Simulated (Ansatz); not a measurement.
Born–Oppenheimer molecular dynamics of C$_{5}$H$_{16}$N$_{2}$Si (24 atoms, charge 0, multiplicity 1). It starts from a relaxed structure.

These are results of Ansatz, RKS PBE0/6-31G, not measurements.

```json
{
  "ensemble": "NVT, Nosé–Hoover chain",
  "time step": "0.5 fs",
  "steps asked": "150",
  "set temperature": "400 K",
  "thermostat": "time constant 100 fs, chain length 5",
  "temperature schedule": "37 steps to 400 K, then 113 steps to 1200 K",
  "seed": "812382"
}
```

First frame:

```xyz
24
Properties=species:S:1:pos:R:3
Si -0.101 0.009 0.149
C -0.316 -0.027 2.040
H -1.372 -0.068 2.325
H 0.202 -0.882 2.488
H 0.115 0.888 2.461
H 1.377 0.123 -0.164
N -0.766 1.431 -0.674
C -2.198 1.637 -0.799
H -2.733 0.721 -0.528
H -2.561 2.456 -0.157
H -2.467 1.886 -1.838
C 0.050 2.538 -1.134
H -0.187 2.792 -2.180
H -0.103 3.450 -0.532
H 1.111 2.275 -1.084
N -0.905 -1.421 -0.518
C -1.352 -2.562 0.260
H -1.321 -2.340 1.330
H -2.389 -2.827 0.003
H -0.730 -3.455 0.081
C -0.979 -1.619 -1.956
H -2.003 -1.883 -2.261
H -0.705 -0.696 -2.476
H -0.311 -2.425 -2.300
```

How far do the bonds stretch over the last three quarters of this one trajectory? (Pairs bonded in most of those frames.)


```tsv
bond	mean (Å)	spread (Å)	shortest	longest
Si1–C2	1.902	0.017	1.88	1.93
Si1–H6	1.516	0.017	1.49	1.54
Si1–N7	1.772	0.023	1.73	1.80
Si1–N16	1.785	0.026	1.75	1.83
C2–H3	1.096	0.013	1.07	1.12
C2–H4	1.097	0.020	1.07	1.13
C2–H5	1.099	0.019	1.07	1.13
N7–C8	1.454	0.014	1.43	1.48
N7–C12	1.449	0.018	1.42	1.48
C8–H9	1.095	0.010	1.08	1.11
C8–H10	1.103	0.028	1.06	1.15
C8–H11	1.105	0.027	1.06	1.15
C12–H13	1.114	0.057	1.03	1.19
C12–H14	1.103	0.015	1.07	1.13
C12–H15	1.094	0.015	1.07	1.12
N16–C17	1.457	0.020	1.42	1.49
N16–C21	1.460	0.018	1.43	1.49
C17–H18	1.095	0.007	1.08	1.11
C17–H19	1.102	0.018	1.07	1.13
C17–H20	1.107	0.021	1.07	1.14
C21–H22	1.107	0.015	1.08	1.14
C21–H23	1.098	0.026	1.06	1.14
C21–H24	1.104	0.009	1.09	1.12
```

Mean temperature of the second half: 229 K. The conserved energy stayed within 0.26 meV per atom of its start (net change 0.17 meV per atom), so the integration is sound. The schedule's set-point averaged 935 K over the second half and the system 229 K, so it lags behind the ramp. A run of 0.075 ps of so small a system gives no equilibrium averages. Limits of this set-up: no polarisation functions.

Run time: 16 min on 2 threads of Intel(R) Xeon(R) Platinum 8488C (Sapphire Rapids) (shared host), peak memory 0.37 GiB.
